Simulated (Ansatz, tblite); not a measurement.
Isomers of P$_{7}$⁺ (singlet), found by a short tight-binding search and relaxed with PBE-D4/def2-SVP in Ansatz.

The xTB rows come from tblite. Correlated methods freeze 35 core orbitals.

Run but left out: HF/def2-SVP, HF/def2-TZVP (A: restricted singlet, unstable towards broken spin symmetry); B2PLYP/def2-TZVP, PBE-QIDH/def2-TZVP (A: restricted singlet, unstable in another Hartree–Fock run and untested here).

A: The restricted singlet is unstable towards broken spin symmetry in Hartree–Fock (as tested in another run); at PBE-D4/def2-SVP, PBE-D4/def2-TZVP, r2SCAN-D4/def2-TZVP, PBE0-D4/def2-SVP and others this wasn't settled. At CCSD(T)/def2-SVP, MP2/def2-TZVP the restricted singlet (for correlated methods, its reference) is unstable: a solution with broken spin symmetry lies lower. B: At CCSD(T)/def2-SVP T1 of the charge 1 singlet is large (up to 0.023), so the single-reference result is doubtful. C: At CCSD(T)/def2-SVP T1 of the charge 1 singlet is large (up to 0.022), so the single-reference result is doubtful.

Other spin states weren't relaxed.

A:

```xyz
7

P     1.182   -1.630    1.577
P     1.569   -1.010   -0.485
P    -1.546    1.022    0.686
P    -1.203   -0.761   -0.582
P     2.213    0.149    1.257
P    -0.048    1.234   -0.933
P    -2.167    0.995   -1.521
```

B:

| atom | x (Å) | y (Å) | z (Å) |
| --- | --- | --- | --- |
| P1 | -1.902 | -0.463 | 0.318 |
| P2 | 0.735 | 1.333 | -1.158 |
| P3 | -0.539 | 0.160 | 1.904 |
| P4 | 1.970 | -0.206 | -0.118 |
| P5 | -1.025 | 1.590 | 0.260 |
| P6 | 0.599 | -0.829 | -1.697 |
| P7 | 0.163 | -1.584 | 0.491 |

C:

```xyz
7

P    -0.7660   -1.6527   -0.0495
P    -0.9744   -0.0951    1.5826
P    -0.9087    1.6771    0.0875
P     1.1325   -0.5580   -1.3141
P     1.1886   -0.6592    1.2140
P     1.3715    1.2575    0.0200
P    -1.0435    0.0304   -1.5405
```

**Question.** Estimate their order by electronic energy at PBE0-D4/def2-TZVP, counted from the lowest.

**Answer.** B (0.0) < C (38.4) < A (75.9), in kJ/mol.

**Question.** Do the other levels pick the same lowest one?

**Answer.** Not GFN1-xTB. Energies above each level's lowest (kJ/mol):

```tsv
level	A	B	C
GFN1-xTB	183.2	47.6	0.0
GFN2-xTB	28.0	0.0	20.2
PBE-D4/def2-SVP	64.4	0.0	52.0
PBE-D4/def2-TZVP	74.9	0.0	42.7
r2SCAN-D4/def2-TZVP	66.9	0.0	55.7
PBE0-D4/def2-SVP	65.5	0.0	47.2
PBE0-D4/def2-TZVP	75.9	0.0	38.4
ωB97X-V/def2-TZVP	61.2	0.0	32.1
MP2/def2-SVP	48.9	0.0	86.9
MP2/def2-TZVP	69.2	0.0	69.3
CCSD/def2-SVP	34.1	0.0	53.0
CCSD(T)/def2-SVP	39.8	0.0	59.8
```
Point groups (tolerance 0.1 Å): A Cs, B C2v, C C3v. Lower isomers may exist. From def2-SVP to def2-TZVP the PBE0 values move by up to 10.4 kJ/mol, so results in the small set are rough.
